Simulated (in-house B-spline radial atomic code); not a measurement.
Configurations of the terbium ion Tb⁵⁺, with energies counted from [Kr] 4d10 4f7 5s2 5p5. Level of theory: scalar-relativistic (X2C) LC-wPBE, spin-polarised, spherical fractional occupations, Fermi nucleus of rms radius 5.06 fm; calculated with a radial B-spline atomic code at the basis-set limit. Shells without spins written out take the highest spin.

Caution: exact exchange at fractional occupations of open shells leaves self-interaction of up to several eV.

Occupations are held fixed; configurations that lie above the ionisation limit could autoionise.

```csv
configuration,E - E(ref) (eV),highest orbital,its <r> (bohr)
[Kr] 4d10 4f8 5s2 5p4,20.448,4f down,0.8074
"[Kr] 4d10 4f(4 up, 3 down) 5s2 5p(3 up, 2 down)",31.068,4f down,0.7688
[Kr] 4d10 4f7 5s2 5p4 6s1,39.099,6s up,2.573
[Kr] 4d10 4f7 5s2 5p4 5f1,59.617,5f up,2.959
"[Kr] 4d10 4f(2 up, 5 down) 5s2 5p(1 up, 3 down) 6f(1 up, 0 down)",96.865,6f up,5.411
[Kr] 4d9 4f7 5s2 5p6,135.2,4f up,0.7299
[Kr] 4d9 4f7 5s2 5p5 5f1,200.83,5f up,2.904
[Kr] 4d9 4f7 5s2 5p5 6d1,201.09,6d up,3.706
```

(1) Order these further configurations by energy, lowest first.
A. [Kr] 4d9 4f7 5s2 5p5 6f1
B. [Kr] 4d10 4f(7 up, 0 down) 5s2 5p(2 up, 3 down)
C. [Kr] 4d10 4f6 5s2 5p5 6d1
D. [Kr] 4d10 4f7 5s2 5p4 6f1
E. [Kr] 4d(5 up, 4 down) 4f(6 up, 1 down) 5s2 5p6

(2) How far above the reference does [Kr] 4d(4 up, 5 down) 4f(5 up, 2 down) 5s2 5p(3 up, 2 down) 5d(0 up, 1 down) lie?

(3) How far above the reference does [Kr] 4d10 4f(4 up, 3 down) 5s2 5p(3 up, 1 down) 5d(1 up, 0 down) lie?

(4) How far above the reference does [Kr] 4d9 4f7 5s2 5p5 6s1 lie?

Answers

(1) B (2.3966 eV), C (60.968 eV), D (69.8 eV), E (151.64 eV), A (211.18 eV).

(2) 206.63 eV; its least bound orbital is 5d down with <r> = 1.785 bohr.

(3) 65.238 eV; its least bound orbital is 5d up with <r> = 1.792 bohr.

(4) 180.17 eV; its least bound orbital is 6s up with <r> = 2.55 bohr.
